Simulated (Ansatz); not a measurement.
**Abstraction of Br: CBr2Cl2 + MgBr → CBrCl2 + MgBr2**

Species: CBr2Cl2 (dibromodichloromethane) `ClC(Cl)(Br)Br`, singlet; MgBr, doublet; CBrCl2 `Cl[C](Cl)Br`, doublet; MgBr2 `[Br][Mg][Br]`, singlet. A radical takes Br: the energy is the difference in strength between the C–Br bond broken and the Mg–Br bond made.

Shapes, held fixed at every level: PBE0-D4/def2-TZVP. Programs: Ansatz 0.2.0. The zero-point and thermal change to 298 K, harmonic and unscaled (PBE0-D4/def2-TZVP), is +0.1 kJ/mol.

```tsv
level	kind	ΔH(298 K) (kJ/mol)	less CCSD(T)/def2-TZVPP
HF/def2-SVP	Hartree–Fock	-234.1	-60.3
HF/def2-TZVPP	Hartree–Fock	-232.9	-59.1
PBE-D4/def2-TZVPP	GGA	-165.4	+8.4
wB97M-V/def2-TZVPP	range-separated hybrid	-184.4	-10.6
wB97X-V/def2-TZVPP	range-separated hybrid	-189.8	-16.0
CCSD/def2-SVP	coupled cluster or CI	-197.8	-24.0
CCSD(T)/def2-TZVPP	coupled cluster or CI	-173.8	0.0
```

The highest level, CCSD(T)/def2-TZVPP, gives ΔH(298 K) = -173.8 kJ/mol; the levels span -234.1 to -165.4. The column of differences is taken from that level and isn't an error. No measured value is set beside it here. Open shells run unrestricted unless RO is named. Relativity is left out for Br unless named. Correlated rows may include outer-core shells of Br, Mg, which these sets cover unevenly.
